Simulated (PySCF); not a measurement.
Potassium chloride, KCl.
Z-matrix (Å and degrees, PBE0-D3(BJ)/def2-SVP geometry), rows numbered from 1:
```
Cl
K   1  2.6565
```

Level: B3LYP/def2-SVPD in PySCF, non-relativistic, on one gas-phase PBE0-D3(BJ)/def2-SVP geometry that isn't relaxed in the solvent. The solvent is an IEF-PCM continuum (van der Waals radii × 1.2), and excitations are vertical TDDFT with non-equilibrium linear response and a frozen core. Specific hydrogen bonds and non-electrostatic terms are outside this model.

Gas-phase singlets (H = HOMO, L = LUMO):

| state | E (eV) | λ (nm) | f | leading configurations |
| --- | --- | --- | --- | --- |
| S1 | 3.523 | 352 | 0.008 | H-1→L 54%, H→L 45% |
| S2 | 3.523 | 352 | 0.008 | H→L 54%, H-1→L 45% |
| S3 | 3.834 | 323 | 0.073 | H-2→L 99% |
| S4 | 5.064 | 245 | 0.000 | H→L+1 42%, H-1→L+2 41%, H→L+2 8% |
| S5 | 5.067 | 245 | 0.000 | H-1→L+1 42%, H→L+2 41%, H→L+1 9% |

Problem. How does the list change in methanol (ε = 32.61)?

Solution. 
```tsv
state	E (eV)	λ (nm)	f	leading configurations	change by rank (eV)
S1	5.456	227	0.046	H→L 80%, H-1→L 19%	+1.933
S2	5.457	227	0.045	H-1→L 80%, H→L 19%	+1.934
S3	5.660	219	0.084	H-2→L 98%	+1.826
S4	6.613	187	0.066	H→L+1 64%, H-1→L+1 33%	+1.549
S5	6.620	187	0.067	H-1→L+1 65%, H→L+1 34%	+1.553
```

Problem. Give the list for acetonitrile (ε = 35.69), n² = 1.81.

Solution. 
```csv
state,E (eV),λ (nm),f,leading configurations,change by rank (eV)
S1,5.462,227,0.046,"H→L 88%, H-1→L 10%",+1.939
S2,5.463,227,0.046,"H-1→L 88%, H→L 10%",+1.940
S3,5.665,219,0.085,H-2→L 98%,+1.831
S4,6.617,187,0.066,"H→L+1 70%, H-1→L+1 27%",+1.553
S5,6.623,187,0.067,"H-1→L+1 71%, H→L+1 27%",+1.556
```

Problem. How do the frontier levels move from gas to acetonitrile?

Solution. 
```tsv
orbital	gas (eV)	solvent (eV)	change (eV)
LUMO+2	-0.09	0.35	+0.44
LUMO+1	-0.09	0.15	+0.24
LUMO	-1.62	-0.97	+0.65
HOMO	-5.86	-7.25	-1.39
HOMO-1	-5.86	-7.25	-1.39
HOMO-2	-6.09	-7.42	-1.33
HOMO-3	-18.10	-19.33	-1.23
```

The HOMO–LUMO gap goes from 4.23 to 6.28 eV. Rows go by rank; for LUMO+1 and LUMO+2 the atom shares or the degeneracy differ between the runs, so the row needn't follow one orbital.
